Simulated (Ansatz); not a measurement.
Start from `Cl[SiH2]I` and change one element to get `[Cl][SnH2][I]`.

Ansatz, PBE0-D4/def2-TZVP geometries, multiplicity 1. 

Elements past krypton have def2 core potentials.

```
                                      property  `Cl[SiH2]I`
           HOMO–LUMO gap (PBE/def2-TZVPP) / eV         5.05
zero-point energy (PBE0-D4/def2-TZVP) / kJ/mol         51.4
           LUMO energy (B3LYP/def2-TZVPP) / eV        -1.11
             LUMO energy (PBE/def2-TZVPP) / eV        -1.74
            HOMO energy (PBE0/def2-TZVPP) / eV        -7.95
           HOMO energy (B3LYP/def2-TZVPP) / eV        -7.69
```

(1) Give the same properties after the change, and the shifts. (Best estimate.)

## Answers

(1) The calculation gave: 
```tsv
property	`[Cl][SnH2][I]`	shift
HOMO–LUMO gap (PBE/def2-TZVPP) / eV	4.07	-0.98
zero-point energy (PBE0-D4/def2-TZVP) / kJ/mol	40.8	-10.6
LUMO energy (B3LYP/def2-TZVPP) / eV	-2.12	-1.01
LUMO energy (PBE/def2-TZVPP) / eV	-2.68	-0.94
HOMO energy (PBE0/def2-TZVPP) / eV	-7.89	0.06
HOMO energy (B3LYP/def2-TZVPP) / eV	-7.64	0.05
```

With PBE0 the HOMO rises by 0.06 eV and the LUMO falls by 0.95 eV, so the gap narrows by about 1.01 eV. PBE moves the HOMO by 0.05 eV and ωB97M-V by 0.05 eV.

B3LYP here is the variant with VWN-RPA as its local correlation; programs differ in this.

Spin–orbit coupling is left out; it splits and shifts lone-pair levels of the heavy atoms by tenths of an eV.
